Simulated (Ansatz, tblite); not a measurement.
Forces on the cluster Sn3H2 at its PBE-D4/def2-SVP geometry. Charge 0, multiplicity 1.

In the def2 sets Sn takes a core potential; there is no spin–orbit coupling. The xTB rows come from tblite. The restricted singlet is unstable towards broken spin symmetry in Hartree–Fock (as tested in another run); at PBE-D4/def2-TZVP this wasn't settled. Another isomer (singlet) lies 0.28 eV lower at PBE0-D4/def2-TZVP; other spin states weren't run for this one.

GFN1-xTB (tblite), largest force 1.17 eV/Å:

```xyz
5
positions Å, forces eV/Å
Sn    0.470    0.731   -0.490   -0.712   -0.670    0.037
Sn   -1.612   -0.314   -1.857    0.746    0.122    0.897
Sn   -1.100   -1.496    0.800    0.209    0.447   -0.414
H     1.838    1.491    0.291    0.006    0.003    0.003
H     0.405   -0.412    1.257   -0.248    0.099   -0.523
```

GFN2-xTB (tblite), largest force 1.42 eV/Å:

```
Sn -0.739 -0.001 -1.082
Sn 0.870 0.098 1.117
Sn -0.401 -0.062 -0.488
H 0.179 0.084 0.128
H 0.091 -0.119 0.325
```

PBE-D4/def2-TZVP (Ansatz), largest force 0.15 eV/Å:

```
Sn -0.023 -0.058 0.060
Sn 0.103 0.026 0.110
Sn 0.063 0.090 -0.053
H -0.098 -0.056 -0.054
H -0.045 -0.001 -0.063
```
